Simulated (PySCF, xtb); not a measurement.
CH8ClNSi2, SMILES C[Si@@](N)([SiH3])Cl. The values are those of a single conformer.

Harmonic wavenumbers (cm⁻¹) from GFN2-xTB (xtb 6.7.1) at its own minimum, in rising order: 15, 98, 105, 119, 166, 184, 199, 211, 370, 450, 453, 477, 506, 720, 780, 785, 800, 805, 817, 840, 896, 1375, 1483, 1487, 1519, 2225, 2240, 2244, 3027, 3042, 3050, 3456, 3498.

What does B3LYP-D3(BJ)/def2-SVP run with PySCF give at its own minimum? (An estimate is asked for; the answer gives what the named calculation found.)

97, 114, 134, 158, 196, 218, 229, 301, 411, 460, 504, 510, 538, 701, 753, 799, 859, 871, 911, 943, 947, 1271, 1429, 1433, 1549, 2203, 2210, 2221, 3031, 3122, 3137, 3549, 3640. Paired by order, the mean absolute difference is 51 cm⁻¹ and the zero-point energies are 55.0 and 56.4 kcal/mol.
